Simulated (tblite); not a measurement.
C5H7F3Ge.
Atom-mapped SMILES: `[CH2:1]=[C:2]1[CH2:3][CH:4]([Ge:5]([F:6])([F:7])[F:8])[CH2:9]1` (hydrogens: H10, H11 on C1; H12, H13 on C3; H14 on C4; H15, H16 on C9)

Computed with GFN2-xTB (tblite), gas phase: L-BFGS steps from a force-field or distance-geometry start until the largest atomic force falls under 0.01 eV/Å.

The end geometry, which sets the zero of energy:
```
atom  x, y, z in Å
C1      2.7026   -0.1496    0.2498
C2      1.4090   -0.1125    0.0154
C3      0.3012   -1.1273    0.1275
C4     -0.6077   -0.1417   -0.6248
Ge5    -2.3754    0.2773    0.2476
F6     -2.2124    0.7802    1.9039
F7     -3.3333    1.5671   -0.4201
F8     -3.5475   -1.0013    0.3818
C9      0.4754    0.9440   -0.5157
H10     3.3309    0.7077    0.0804
H11     3.1824   -1.0382    0.6221
H12     0.0038   -1.3094    1.1616
H13     0.4669   -2.0863   -0.3616
H14    -0.8232   -0.4418   -1.6484
H15     0.2581    1.7193    0.2211
H16     0.7617    1.4214   -1.4520
```

**Question.** These geometries come from the run, each turned onto the end geometry. Order them by energy, lowest first.
A.
```
atom  x, y, z in Å
C1      2.5835   -0.0714    0.4685
C2      1.3536   -0.1111    0.0054
C3      0.2911   -1.1778   -0.0265
C4     -0.6348   -0.1734   -0.7346
Ge5    -2.2780    0.2933    0.3279
F6     -1.9152    0.7716    1.9567
F7     -3.2394    1.6437   -0.2054
F8     -3.4565   -0.9563    0.6063
C9      0.4659    0.8995   -0.6715
H10     3.1796    0.8218    0.3987
H11     3.0320   -0.9276    0.9415
H12    -0.0358   -1.4973    0.9651
H13     0.5383   -2.0622   -0.6151
H14    -0.9480   -0.4587   -1.7367
H15     0.2393    1.7668   -0.0487
H16     0.8170    1.2481   -1.6428
```
B.
```
atom  x, y, z in Å
C1      2.6405   -0.0988    0.3954
C2      1.3854   -0.1152    0.0031
C3      0.3036   -1.1629    0.0234
C4     -0.6281   -0.1541   -0.6691
Ge5    -2.3228    0.2976    0.3257
F6     -2.0966    0.7921    1.9739
F7     -3.2797    1.6121   -0.2985
F8     -3.4942   -0.9765    0.5093
C9      0.4789    0.9130   -0.6217
H10     3.2496    0.7827    0.2960
H11     3.1025   -0.9638    0.8385
H12     0.0049   -1.4678    1.0274
H13     0.5098   -2.0581   -0.5625
H14    -0.9297   -0.4413   -1.6748
H15     0.2773    1.7706    0.0222
H16     0.7911    1.2793   -1.5998
```
C.
```
atom  x, y, z in Å
C1      2.5748   -0.0701    0.4705
C2      1.3414   -0.1092    0.0102
C3      0.2791   -1.1759   -0.0171
C4     -0.6515   -0.1692   -0.7210
Ge5    -2.2688    0.2974    0.3413
F6     -1.8570    0.7656    1.9569
F7     -3.1848    1.6474   -0.2469
F8     -3.4052   -0.9905    0.5783
C9      0.4548    0.9053   -0.6631
H10     3.1721    0.8269    0.3914
H11     3.0239   -0.9357    0.9358
H12    -0.0521   -1.5152    0.9647
H13     0.5182   -2.0638   -0.5977
H14    -0.9769   -0.4514   -1.7227
H15     0.2254    1.7845   -0.0602
H16     0.7990    1.2627   -1.6318
```
D.
```
atom  x, y, z in Å
C1      2.5594   -0.0699    0.4662
C2      1.3250   -0.1022    0.0291
C3      0.2703   -1.1706   -0.0093
C4     -0.6439   -0.1655   -0.7100
Ge5    -2.2520    0.3009    0.3471
F6     -1.7884    0.7677    1.9864
F7     -3.1452    1.6598   -0.2988
F8     -3.3710   -1.0366    0.5460
C9      0.4452    0.9050   -0.6537
H10     3.1738    0.8020    0.3953
H11     3.0293   -0.9141    0.9230
H12    -0.0797   -1.4857    0.9768
H13     0.4948   -2.0373   -0.6297
H14    -0.9886   -0.4436   -1.7002
H15     0.1931    1.7731   -0.0353
H16     0.7704    1.2258   -1.6443
```
E.
```
atom  x, y, z in Å
C1      2.6827   -0.1306    0.3057
C2      1.4024   -0.1163    0.0009
C3      0.3008   -1.1409    0.0854
C4     -0.6159   -0.1481   -0.6453
Ge5    -2.3545    0.2827    0.2741
F6     -2.1602    0.7829    1.9281
F7     -3.3169    1.5797   -0.3750
F8     -3.5316   -0.9881    0.4275
C9      0.4747    0.9319   -0.5581
H10     3.3070    0.7359    0.1639
H11     3.1550   -1.0109    0.7085
H12     0.0115   -1.3517    1.1151
H13     0.4664   -2.0865   -0.4293
H14    -0.8556   -0.4446   -1.6642
H15     0.2697    1.7277    0.1592
H16     0.7569    1.3860   -1.5078
```

**Answer.** E (0.002 eV), B (0.007 eV), A (0.013 eV), C (0.034 eV), D (0.093 eV).

In the order of the answer:

```tsv
step	E above end (eV)	largest force (eV/Å)	rms force component (eV/Å)	rms distance from end (Å)	rms bond change (Å)	bond most changed (Å)
62	0.002	0.07	0.021	0.058	0.001	C4–Ge5 -0.002
54	0.007	0.04	0.011	0.163	0.001	Ge5–F6 -0.003
16	0.013	0.07	0.019	0.244	0.001	C4–Ge5 -0.004
10	0.034	0.17	0.077	0.249	0.007	C4–Ge5 -0.025
5	0.093	0.39	0.140	0.256	0.013	C4–Ge5 -0.035
```

What follows is the cost of the whole relaxation. The run took 0.86 s of wall time on one thread of an Arm Neoverse N1, no GPU, shared host.
